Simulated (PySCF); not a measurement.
**Computed spin Hamiltonian**

C₃H₁₀NSi₂ (doublet state).
SMILES with atom numbers: `[CH3:1][Si@H:2]1[CH2:3][CH2:4][SiH:5][NH:6]1` (hydrogens: H7, H8, H9 on C1; H10 on Si2; H11, H12 on C3; H13, H14 on C4; H15 on Si5; H16 on N6)

Structure used (GFN2-xTB), in Å, numbered top down from 1:
```xyz
16
C3H10NSi2 angstrom
C      2.3705   -0.3756    0.0326
Si     0.7077    0.3113   -0.5584
C     -0.7214   -0.9428   -0.5200
C     -2.0273   -0.1872   -0.2524
Si    -1.6502    1.1962    1.0000
N      0.0287    1.4188    0.5884
H      2.2928   -0.8536    1.0042
H      2.7584   -1.1065   -0.6691
H      3.1024    0.4214    0.1128
H      0.8572    0.9416   -1.8825
H     -0.8039   -1.5215   -1.4406
H     -0.5535   -1.6621    0.2844
H     -2.3854    0.2383   -1.1913
H     -2.8085   -0.8621    0.1024
H     -1.7354    0.8069    2.4180
H      0.5603    2.1858    0.9599
```

The hyperfine couplings belong to this conformer and change with its torsions.

Computed with PySCF 2.14.0, UKS B3LYP, pcH-1 on C H N Si, non-relativistic, mean-field spin-orbit, GIAO. Geometry: GFN2-xTB, one conformer, isolated molecule. A GFN2-xTB geometry isn't a minimum of the functional, and hyperfine couplings can be far from their values at a DFT geometry, by a factor of two or more for some ions and for spin on atoms past the first row. The SCF solution wasn't tested for stability.

```json
{
 "g1, g2, g3": "2.00184, 2.00250, 2.00387",
 "g_iso": "2.00274",
 "Form of g": "rhombic: the two nearest values differ by 33 % of g3 − g1",
 "⟨S²⟩": "0.7515 (exact 0.7500)",
 "α and β electrons": "32, 31",
 "HOMO–LUMO gap, α and β orbitals": "5.65, 4.77 eV"
}
```

Isotropic coupling and dipolar principal values T1 to T3, in MHz:

| atom | isotope | a_iso | of which spin–orbit | T1 | T2 | T3 | Mulliken spin population |
| --- | --- | --- | --- | --- | --- | --- | --- |
| C1 | 13C | 6.0 | 0.0 | -0.8 | -0.8 | 1.6 | 0.01 |
| Si2 | 29Si | -15.1 | 0.0 | -3.2 | 1.6 | 1.6 | 0.00 |
| C3 | 13C | 16.1 | 0.0 | -1.9 | -1.4 | 3.3 | 0.01 |
| C4 | 13C | 26.0 | 0.0 | -4.6 | -3.9 | 8.5 | 0.01 |
| Si5 | 29Si | -532.8 | 0.9 | -147.9 | 71.5 | 76.4 | 0.82 |
| N6 | 14N | 10.5 | 0.0 | -5.5 | -5.2 | 10.7 | 0.08 |
| H7 | 1H | -0.3 | 0.0 | -1.0 | -0.5 | 1.5 | 0.00 |
| H8 | 1H | 3.4 | 0.0 | -0.8 | -0.3 | 1.1 | 0.00 |
| H9 | 1H | -0.6 | 0.0 | -0.9 | -0.5 | 1.5 | 0.00 |
| H10 | 1H | -0.6 | 0.0 | -1.2 | -1.0 | 2.2 | 0.00 |
| H11 | 1H | 7.0 | 0.0 | -1.6 | -0.7 | 2.4 | 0.00 |
| H12 | 1H | -0.7 | 0.0 | -1.9 | -1.1 | 3.0 | 0.00 |
| H13 | 1H | 9.0 | 0.0 | -4.4 | -2.8 | 7.2 | 0.00 |
| H14 | 1H | 0.1 | 0.0 | -3.4 | -1.5 | 4.9 | 0.00 |
| H15 | 1H | 160.1 | 0.0 | -7.7 | 0.7 | 7.0 | 0.07 |
| H16 | 1H | -3.7 | 0.0 | -6.7 | -4.1 | 10.8 | 0.00 |

The Mulliken spin populations are largest on Si5 (+0.82), N6 (+0.08) and H15 (+0.07). No atom but Si5 exceeds +0.15. The angles at Si5 add up to 321.3°, so it is pyramidal.

Under fast tumbling the dipolar parts average out, and these isotropic splittings remain: 1 × 1H (H15, I = 1/2, 2 lines) with 5.71 mT, 1 × 14N (N6, I = 1, 3 lines) with 0.37 mT, 1 × 1H (H13, I = 1/2, 2 lines) with 0.32 mT, 1 × 1H (H11, I = 1/2, 2 lines) with 0.25 mT, 1 × 1H (H16, I = 1/2, 2 lines) with 0.13 mT and 3 × 1H (H7/H8/H9, I = 1/2, 4 lines) with 0.03 mT.

Nuclei that the bonding pattern makes equivalent are averaged, as if the motion that swaps them (rotation, inversion, ring flip) were fast.

The 13C coupling of C4 (26.0 MHz) shows only in satellite lines or after enrichment, since that isotope makes up about 1.07 % of natural carbon.

The 29Si coupling of Si5 (-532.8 MHz) shows only in satellite lines or after enrichment, since that isotope makes up about 4.7 % of natural silicon.
